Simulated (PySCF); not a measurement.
C2H5S (SMILES CC[S]), doublet, at a GFN2-xTB geometry. Base run: B3LYP/6-31G* (PySCF).

PySCF was given this input:
```python
from pyscf import gto, scf, dft

mol = gto.Mole()
mol.atom = '''
    C     1.482554    0.659323   -0.016558
    C    -0.031544    0.783952    0.002485
    S    -0.844717   -0.823715    0.008237
    H    -0.371046    1.312006    0.895435
    H    -0.392973    1.316748   -0.878969
    H     1.933955    1.649482   -0.019490
    H     1.830643    0.118414    0.860426
    H     1.808830    0.123132   -0.904755
'''
mol.basis = '6-31g*'
mol.charge = 0
mol.spin = 1
mol.verbose = 5
mol.build()

mf = dft.UKS(mol)
mf.xc = 'b3lyp'
mf.kernel()
```

Variants of this job, named by their change:

```csv
change,ΔE vs base (mEh),fitting functions,dipole (D)
base,0.000,-,1.84
auxbasis = cc-pvtz-jkfit,-0.038,429,1.84
auxbasis = def2-universal-jkfit,-0.052,368,1.84
auxbasis = default (with mf = mf.density_fit()),-0.101,367,1.84
auxbasis = even-tempered beta=2.0,-0.156,449,1.84
"exchange = seminumerical (SGX) (with mf = sgx.sgx_fit(mf, auxbasis='def2-universal-jfit'); with mf.with_df.dfj = True)",-0.151,204,1.84
auxbasis = even-tempered beta=1.6,-0.063,686,1.84
auxbasis = cc-pvdz-jkfit,-0.101,367,1.84
auxbasis = def2-svp-ri,-462.3,228,1.82
auxbasis = def2-tzvp-ri,-12.400,340,1.84
```

A fitting set is made for a task (jfit for Coulomb, jkfit for Coulomb and exchange, ri for correlation) and for a family of orbital bases.

Open shells are given as the SCF converged; they aren't shown to be the lowest states, and a large step between rows can be another state.
